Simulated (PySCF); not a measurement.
## Stationary points of GeF₃

Computed with PBE0/[Ge def2-TZVP, F def2-TZVP], no relativity, density fitting, PySCF.

Relaxations began from a few typed shapes; open shells are unrestricted. The search is not exhaustive: other isomers or separated fragments can lie lower, and high-lying points may rest on an excited occupation.

Task: Order these stationary points by electronic energy, lowest first, in kJ/mol from the lowest minimum.
A. doublet C3v: Ge–F 1.721 Å (×3); F–Ge–F 106.5° (×3)
B. doublet C2v: Ge–F 1.717 Å, Ge–F 1.774 Å (×2); F–Ge–F 98.9° (×2), F–Ge–F 162.1°
C. doublet D3h: Ge–F 1.765 Å (×3); F–Ge–F 120.0° (×3)

Result: A (0.0), B (99.3), C (109.4).

Task: Which of them are minima?

Result: By energy in kJ/mol, 0.0: minimum; 99.3: saddle point, 1 imaginary mode; 109.4: saddle point, 3 imaginary modes.
